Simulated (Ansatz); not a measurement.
`[CH3][Ga]([NH2])[CH2]F` + H₂S → `[CH3][Ga]([NH2])[SH]` + fluoromethane  (ligand exchange at a Ga–C bond)

Isolated molecules relaxed with PBE0-D4/def2-TZVP in Ansatz; ΔE leaves out vibrations. CCSD(T)/CBS adds triple-zeta CCSD(T) − MP2 to the extrapolated MP2 energy (def2 sets, frozen cores). This one scheme is used for every species. Functionals use def2-TZVPP. For Ga outer-core shells are correlated without core-valence functions, which leaves a few kJ/mol of doubt a bond. Scalar relativity is left out up to krypton. Each species was taken in one conformer, which may not be the lowest.

Problem. Is it downhill or uphill in electronic energy at CCSD(T)/CBS, and by how much? (Best estimate.)

Solution. Ansatz gave: Downhill: ΔE = -122.3 kJ/mol.

Problem. What do these levels give: PBE-D4, r2SCAN-D4, B2PLYP, HF/def2-TZVPP, CCSD/def2-TZVPP, MP2/def2-QZVPP? (An estimate is asked.)

Solution. The calculation gave: PBE-D4 -118.5, r2SCAN-D4 -124.8, B2PLYP -123.6, HF/def2-TZVPP -137.2, CCSD/def2-TZVPP -122.3, MP2/def2-QZVPP -127.5 kJ/mol.

Largest T1 diagnostic among the species: 0.012.

In def2-TZVPP, CCSD(T) changes the Hartree–Fock value by +15.0 kJ/mol (the triples alone add +0.2 kJ/mol) and MP2 by +9.5 kJ/mol. From PBE to PBE0 (25 % exact exchange), in def2-TZVPP and without D4, ΔE moves by −6.3 kJ/mol.
